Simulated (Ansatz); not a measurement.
Geometry optimisation, RKS B3LYP/def2-SVP (Ansatz 0.2.0).

input.yaml

```yaml
crystal:
  periodic: [false, false, false]
  atoms:
    - { symbol: In, position_ang: [-0.236549, -0.158101, -2.727108] }
    - { symbol: H, position_ang: [-0.070369, -0.179228, 0.288588] }
    - { symbol: O, position_ang: [-0.413463, -0.76486, -0.746122] }
    - { symbol: H, position_ang: [0.203137, 0.310592, 0.976468] }
    - { symbol: Cl, position_ang: [0.517343, 0.791497, 2.208173] }
basis:
  gaussian: { orbitals: def2-SVP }
hamiltonian:
  xc: b3lyp
relax:
  f_tol: 0.03
  max_steps: 50
```

Launched with:

```bash
$ ansatz run input.yaml --threads 1 --pin off --max-ram 2048MiB --backend cpu --events-out ev --progress --plain --runs-dir out
```

Q: Where does it end, and by what steps?

A: The forces met the threshold. The force dipped under the threshold on the way, but the program's further checks kept it going. After 30 steps the energy has fallen by 3.655 eV; In1 moved furthest, 1.81 Å. Parted: H2–H4, H4–Cl5. Joined: In1–Cl5, H2–O3, O3–H4.

| step | energy less start (eV) | largest force component (eV/Å) | accepted |
| --- | --- | --- | --- |
| 0 | 0.0000 | 6.543 | yes |
| 2 | -1.1250 | 10.531 | no |
| 4 | -1.8283 | 0.623 | yes |
| 6 | -2.0236 | 1.263 | yes |
| 8 | -2.3016 | 1.363 | yes |
| 10 | -2.3813 | 0.999 | yes |
| 12 | -2.4911 | 0.138 | yes |
| 14 | -2.5054 | 0.530 | yes |
| 16 | -2.5386 | 0.392 | yes |
| 18 | -2.6631 | 0.386 | yes |
| 20 | -2.9529 | 1.304 | yes |
| 22 | -3.5305 | 1.595 | yes |
| 24 | -3.6282 | 0.512 | yes |
| 26 | -3.6480 | 0.405 | yes |
| 28 | -3.6532 | 0.060 | yes |
| 30 | -3.6545 | 0.022 | yes |

```xyz
5
Properties=species:S:1:pos:R:3
In 0.497 1.004 -1.556
H -0.422 -1.640 0.052
O -0.723 -0.727 -0.058
H -0.333 -0.226 0.693
Cl 0.981 1.589 0.869
```

Whether the end is a true minimum wasn't checked by a vibrational analysis.

Time of the run: 83 s on 1 thread of Arm Neoverse V1, on a shared host, peak memory 0.14 GiB.
